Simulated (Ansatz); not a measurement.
The first iterations of a band of AsH5OSi (8 atoms, charge 0, multiplicity 1).

Theory: RKS LDA/def2-SVP (Ansatz).

| Item | Value |
| --- | --- |
| movable images | 7 |
| climbing image | yes |
| spring | 5.0 eV/Å² |
| optimiser | quadratic models (default) |
| start path | IDPP |
| force threshold | 0.03 eV/Å |
| iteration limit | 60 |
| end points | relaxed |

Image 0:

```xyz
8
Properties=species:S:1:pos:R:3
O -1.766 0.229 -0.273
Si -0.127 0.510 -0.194
As 0.700 -1.069 1.329
H -2.272 0.766 -0.909
H 0.515 0.408 -1.560
H 0.197 1.881 0.358
H 2.125 -0.629 0.952
H 0.720 -2.153 0.240
```

Image 8:

```xyz
8
Properties=species:S:1:pos:R:3
O -1.702 0.432 -0.725
Si -0.076 0.536 -0.388
As 0.550 -1.026 1.271
H -2.312 0.545 0.025
H 0.609 0.314 -1.705
H 0.316 1.893 0.155
H 2.016 -0.607 1.082
H 0.691 -2.143 0.229
```

| iteration | highest image above the first end (eV) | largest band force component (eV/Å) |
| --- | --- | --- |
| 1 | 0.091 | 0.518 |
| 2 | 0.093 | 0.489 |

Task: Does the band converge within its limit, and where does its top end?

Result: The run converged. It ended after 7 iterations with the highest image 0.015 eV above the first end. A vibrational analysis at the climbing image gives one clearly imaginary mode, 199i cm⁻¹: a first-order saddle point.

The run took 40 s on 1 thread of AMD EPYC 9R45 96-Core Processor (Zen 5), with other jobs on the host, peak memory 0.14 GiB.
